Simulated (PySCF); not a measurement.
C₃H₈O₂Si, SMILES C=C[Si@@H](O)OC. Atoms are numbered in the order given.

```xyz
14

C      2.4218    -0.1881    -0.5241
C      1.5615    -0.8868     0.2265
Si    -0.2612    -0.5343     0.2469
O     -0.8102    -0.1784     1.7779
O     -0.4545     0.7430    -0.7984
C     -1.6915     1.2902    -1.1600
H      2.0720     0.6215    -1.1737
H      3.4985    -0.3933    -0.5237
H      1.9526    -1.6926     0.8623
H     -1.1128    -1.6809    -0.1699
H     -0.2845     0.4623     2.2669
H     -2.2341     1.6948    -0.2870
H     -1.5233     2.1137    -1.8707
H     -2.3454     0.5458    -1.6508
```
Charge 0, spin multiplicity 1.

Geometry: PBE0-D3(BJ)/def2-SVP. The structure was generated by enumeration; whether it is a known compound was not checked. One conformer was computed; it need not be the lowest.

Two levels are set side by side: PBE/pcSseg-1 (PySCF) and HF/pcSseg-1 (PySCF). GIAO shifts against H2O (¹⁷O), TMS (²⁹Si), TMS (¹H), TMS (¹³C) at the same level; non-relativistic, no solvent, atoms listed together averaged. Differences are taken from unrounded values.

```tsv
quantity	HF
δ(¹³C) of C1 (ppm)	152.1
δ(¹³C) of C2 (ppm)	137.8
δ(²⁹Si) of Si3 (ppm)	-31.9
δ(¹⁷O) of O4 (ppm)	39.1
δ(¹⁷O) of O5 (ppm)	1.4
δ(¹³C) of C6 (ppm)	49.2
δ(¹H) of H9 (ppm)	6.07
δ(¹H) of H10 (ppm)	4.39
δ(¹H) of H11 (ppm)	1.87
```

Task: What does PBE give, and how far is it from HF? (An estimate is asked for; the answer gives what the named calculation found.)

Result: 
```json
[
 {"quantity": "δ(¹³C) of C1 (ppm)", "PBE": "147.1", "PBE minus HF": "-5.0"},
 {"quantity": "δ(¹³C) of C2 (ppm)", "PBE": "140.5", "PBE minus HF": "2.7"},
 {"quantity": "δ(²⁹Si) of Si3 (ppm)", "PBE": "-26.5", "PBE minus HF": "5.4"},
 {"quantity": "δ(¹⁷O) of O4 (ppm)", "PBE": "67.2", "PBE minus HF": "28.1"},
 {"quantity": "δ(¹⁷O) of O5 (ppm)", "PBE": "47.5", "PBE minus HF": "46.1"},
 {"quantity": "δ(¹³C) of C6 (ppm)", "PBE": "55.7", "PBE minus HF": "6.6"},
 {"quantity": "δ(¹H) of H9 (ppm)", "PBE": "6.28", "PBE minus HF": "0.21"},
 {"quantity": "δ(¹H) of H10 (ppm)", "PBE": "5.14", "PBE minus HF": "0.75"},
 {"quantity": "δ(¹H) of H11 (ppm)", "PBE": "1.47", "PBE minus HF": "-0.40"}
]
```

Rough cost on one machine, each run with all the roots and properties that it gave: HF against PBE within a factor of 2.
